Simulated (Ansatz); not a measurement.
C3H7FSi can be A, `CC(C)[Si]F`, or B, `C=C(F)C[SiH3]`.

Computed with Ansatz on PBE0-D4/def2-TZVP structures; ΔE is electronic, products minus reactants. CCSD(T)/CBS adds triple-zeta CCSD(T) − MP2 to the extrapolated MP2 energy (def2 sets, frozen cores). Functionals use def2-TZVPP. B3LYP here is the variant with VWN-RPA as its local correlation; programs differ in this. One conformer a species, not always the lowest.

Problem. Which is lower in electronic energy at CCSD(T)/CBS, and by how much? (Estimate.)

Solution. Computed: A, by 31.4 kcal/mol.

Problem. Give E(B) − E(A) in kcal/mol with CCSD(T)/def2-TZVPP, HF/def2-TZVPP, CCSD/def2-TZVPP, ωB97M-V, r2SCAN-D4, MP2/def2-TZVPP, B3LYP-D4. (Best estimate.)

Solution. The calculation gave: CCSD(T)/def2-TZVPP 30.5, HF/def2-TZVPP 25.2, CCSD/def2-TZVPP 30.9, ωB97M-V 31.6, r2SCAN-D4 26.1, MP2/def2-TZVPP 31.5, B3LYP-D4 28.8. None reverses the order clearly.

Largest T1 diagnostic: 0.012.

In def2-TZVPP, CCSD(T) changes the Hartree–Fock value by +5.3 kcal/mol (the triples alone add −0.5 kcal/mol) and MP2 by +6.3 kcal/mol. The D4 term adds +0.9 kcal/mol with B3LYP and +0.5 kcal/mol with PBE0; it sums over pairs of atoms, weighted by their polarisabilities, and B3LYP, whose exchange is more repulsive, gets the larger term.
